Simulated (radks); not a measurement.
Spherical quantum dot in the effective-mass picture: electrons in a parabolic well V = omega^2 r^2 / 2 with omega = 0.0904, all in effective atomic units (hartree* = m*/eps^2 hartree, bohr* = eps/m* bohr), one dielectric constant everywhere. Method: non-relativistic Kohn-Sham, PBEsol, spin-polarised, spherical densities; computed with a radial shooting solver with Libxc functionals. Levels are named by radial order and angular momentum (1s, 1p, 1d, 2s, ...), and open shells are averaged over m.

N = 6, configuration 1s2 1p(up 3, down 1). This is the lowest configuration that the search found (a dilute case). Occupied levels:

level    occupation  eigenvalue (hartree*)  <r> (bohr*)
1s up             1                0.88121        6.113
1s down           1                0.89303        5.910
1p up             3                0.91576        7.053
1p down           1                0.93007        7.007

Energy (hartree*): total 3.24325, kinetic 0.30734, external 1.2042, Hartree 2.4121, exchange-correlation -0.68039.
